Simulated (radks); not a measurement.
Fractional charge and spin in the 3p shell of nickel: the spin-up occupation runs from 2 to 3 and the spin-down occupation from 2 to 3; the fullest corner is Ni3+, [Ne] 3s2 3d(up 3.5, down 3.5) 3p(up 3, down 3). Calculated with a radial shooting solver on a logarithmic mesh with Libxc functionals: non-relativistic Kohn-Sham, TPSS, spin-polarised, spherical densities, point nucleus; meta-GGA in the generalised Kohn-Sham scheme. Energy (eV) minus the two flat planes that join the four corners (they meet along the diagonal where the two added fractions sum to one electron); zero is where a piecewise linear energy would lie.

down \ up       2    2.25     2.5    2.75       3
2           0.000  -2.253  -2.990  -2.232   0.000
2.25       -2.253  -2.879  -2.013   0.324  -2.094
2.5        -2.990  -2.013   0.433  -1.881  -2.774
2.75       -2.232   0.324  -1.881  -2.669  -2.067
3           0.000  -2.094  -2.774  -2.067   0.000

Corners above the fullest one (they belong to Ni4+ and the next ion): (up 3, down 2) 121.42 eV, (up 2, down 3) 121.42 eV, (up 2, down 2) 267.64 eV. With half an added electron in each spin the energy lies 0.433 eV from the planes, and with half an added electron in spin up alone -2.990 eV. The planes are only a guide here: the flat-plane condition holds for ground states with one frontier orbital, while this shell lies below other occupied shells, so the corners above the fullest one are inner-hole states and not the ground states of those ions.
